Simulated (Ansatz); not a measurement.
Consider the redistribution: `[CH3][Al]([NH2])[Cl]` + `O[SiH](F)[SiH2]Br` → `[CH3][Al]([NH2])[Br]` + `O[SiH](F)[SiH2]Cl`.

Program: Ansatz. Geometries: PBE0-D4/def2-TZVP. ΔE: electronic, gas phase. CCSD(T)/CBS is the MP2 limit (def2-TZVPP, def2-QZVPP) plus CCSD(T) − MP2 in def2-TZVPP, frozen cores. Functionals use def2-TZVPP. HSE06 is defined as in plane-wave codes. For Br outer-core shells are correlated without core-valence functions, which leaves a few kJ/mol of doubt a bond. Scalar relativity is left out up to krypton. Each species was taken in one conformer, which may not be the lowest.

Q: Is it downhill or uphill in electronic energy at CCSD(T)/CBS, and by how much? (Estimate.)

A: Computed: Nearly level: ΔE = +2.5 kJ/mol.

Q: What do these levels give: PBE0-D4, CAM-B3LYP-D4, B2PLYP, HSE06, BHLYP, CAM-B3LYP, LC-ωPBE, CCSD/def2-SVP, MP2/def2-TZVPP, SCS-MP2/def2-TZVPP, HF/def2-QZVPP, MP2/CBS(def2)? (Best estimate.)

A: Computed: PBE0-D4 2.1, CAM-B3LYP-D4 1.4, B2PLYP 1.2, HSE06 1.7, BHLYP 0.6, CAM-B3LYP 0.9, LC-ωPBE 1.2, CCSD/def2-SVP 3.3, MP2/def2-TZVPP 1.1, SCS-MP2/def2-TZVPP 0.6, HF/def2-QZVPP -1.2, MP2/CBS(def2) 2.3 kJ/mol.

Largest T1 diagnostic among the species: 0.012.

Leaving LDA and LC-ωPBE aside and taking each functional with its dispersion term where it has one, the values, not all of them listed here, spread over 1.9 kJ/mol, from PBE-QIDH to B97M-V.
